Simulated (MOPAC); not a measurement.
Input for MOPAC: PM6 on SeH, 2S+1 = 2, a point of a bond scan (R = 1.475 Å).

```
PM6 1SCF PRECISE CHARGE=0 UHF MS=0.5 THREADS=1
HSe

Se    -0.00000000 1    -0.00000000 1    -0.04214023 1
H      0.00000000 1     0.00000000 1     1.43276767 1
```

Program output:

```
*******************************************************************************
 **                                                                           **
 **                              MOPAC v23.2.5                                **
 **                                                                           **
 *******************************************************************************
 ** MOPAC's Digital Object Identifier: https://doi.org/10.5281/zenodo.6511958 **
 **                                                                           **
 ** Please cite the open-source release paper for use of this MOPAC version:  **
 ** J. E. Moussa and J. J. P. Stewart (2026)                                  **
 ** MOPAC: An open-source semiempirical molecular orbital program             **
 ** J. Open Source Softw., 11(119), 8025, https://doi.org/10.21105/joss.08025 **
 *******************************************************************************

                              PM6 CALCULATION RESULTS

 *******************************************************************************
 *  PM6        - The PM6 Hamiltonian to be used
 *  UHF        - UNRESTRICTED HARTREE-FOCK CALCULATION
 *
 *
 *
 *                 CHARGE ON SYSTEM = 0
 *
 *
 *
 *  MS=        - IN MECI, MAGNETIC COMPONENT OF SPIN =  0.5
 *  PRECISE    - TIGHTER CRITERIA TO BE USED
 *  1SCF       - DO 1 SCF AND THEN STOP
 *  THREADS=1  - MULTI-THREADING NOT USED
 *  T=         - A TIME OF 172800.0 SECONDS REQUESTED
 *  DUMP=N     - RESTART FILE WRITTEN EVERY 7200.0 SECONDS REQUESTED
 *******************************************************************************
PM6 1SCF PRECISE CHARGE=0 UHF MS=0.5 THREADS=1
 HSe

   ATOM   CHEMICAL          X               Y               Z
  NUMBER   SYMBOL      (ANGSTROMS)     (ANGSTROMS)     (ANGSTROMS)

     1      Se         -0.00000000  *  -0.00000000  *  -0.04214023  *
     2       H          0.00000000  *   0.00000000  *   1.43276767  *



          CARTESIAN COORDINATES

    NO.       ATOM           X           Y           Z

     1        Se         -0.0000     -0.0000     -0.0421
     2         H          0.0000      0.0000      1.4328

 General Reference for PM6:
 "Optimization of Parameters for Semiempirical Methods V: Modification of NDDO Approximations
 and Application to 70 Elements", J. J. P. Stewart, J. Mol. Mod., 13, 1173-1213 (2007)
 URL: https://link.springer.com/article/10.1007/s00894-007-0233-4

           Empirical Formula: H Se  =     2 atoms



      MOLECULAR POINT GROUP   :   C*v


          UHF CALCULATION, NO. OF ALPHA ELECTRONS =    4
                           NO. OF BETA  ELECTRONS =    3

 -------------------------------------------------------------------------------
 PM6 1SCF PRECISE CHARGE=0 UHF MS=0.5 THREADS=1
 HSe



     1SCF WAS SPECIFIED, SO BFGS WAS NOT USED
     SCF FIELD WAS ACHIEVED


                              PM6 CALCULATION
                                                       MOPAC v23.2.5 Linux




          FINAL HEAT OF FORMATION =         29.16001 KCAL/MOL =     122.00549 KJ/MOL


          COSMO AREA              =         63.44 SQUARE ANGSTROMS
          COSMO VOLUME            =         47.11 CUBIC ANGSTROMS

          IONIZATION POTENTIAL    =          8.489930 EV
          ALPHA SOMO LUMO (EV)    =         -9.189  1.772
          BETA  SOMO LUMO (EV)    =         -8.490 -2.408
          NO. OF ALPHA ELECTRONS  =          4
          NO. OF BETA  ELECTRONS  =          3
          MOLECULAR WEIGHT        =         79.9679         POINT GROUP:  C*v

          MOLECULAR DIMENSIONS (Angstroms)

            Atom       Atom       Distance
            H     2   Se     1     1.47491
            H     2   Se     1     0.00000
           Se     1    H     2     0.00000


          SCF CALCULATIONS        =          1





   ATOM   CHEMICAL          X               Y               Z
  NUMBER   SYMBOL      (ANGSTROMS)     (ANGSTROMS)     (ANGSTROMS)

     1      Se         -0.00000000  *  -0.00000000  *  -0.04214023  *
     2       H          0.00000000  *   0.00000000  *   1.43276767  *

                             CARTESIAN COORDINATES

   1   Se       -0.000000000    -0.000000000    -0.042140230
   2    H        0.000000000     0.000000000     1.432767670


           Empirical Formula: H Se  =     2 atoms



      MOLECULAR POINT GROUP   :   C*v


          ALPHA EIGENVALUES
 -24.21279 -13.84342 -10.49586  -9.18857   1.77195


           BETA EIGENVALUES
 -21.10597 -13.49658  -8.48993  -2.40847   1.84478


              NET ATOMIC CHARGES AND DIPOLE CONTRIBUTIONS

  ATOM NO.   TYPE          CHARGE      No. of ELECS.   s-Pop       p-Pop
    1         Se          -0.080910        6.0809     1.99264     4.08827
    2          H           0.080910        0.9191     0.91909
 DIPOLE           X         Y         Z       TOTAL
 POINT-CHG.     0.000     0.000     0.573     0.573
 HYBRID        -0.000    -0.000     0.452     0.452
 SUM           -0.000    -0.000     1.026     1.026


          ATOMIC ORBITAL ELECTRON POPULATIONS

     Atom    s        px        py        pz
    1 Se   1.99264   2.00000   1.00000   1.08827
    2  H   0.91909


                    (SZ)    =    0.500000
                    (S**2)  =    0.754514


          ATOMIC ORBITAL SPIN POPULATIONS

    Atom   Total    s     px     py     pz
         Atomic
    1 Se  1.0670  0.001  0.000  1.000  0.066
    2  H -0.0670 -0.067

 **********************
 *                    *
 * JOB ENDED NORMALLY *
 *                    *
 **********************




 == MOPAC DONE ==
```

The run finished.

Cost: about 0.03 core-seconds (a rough figure).
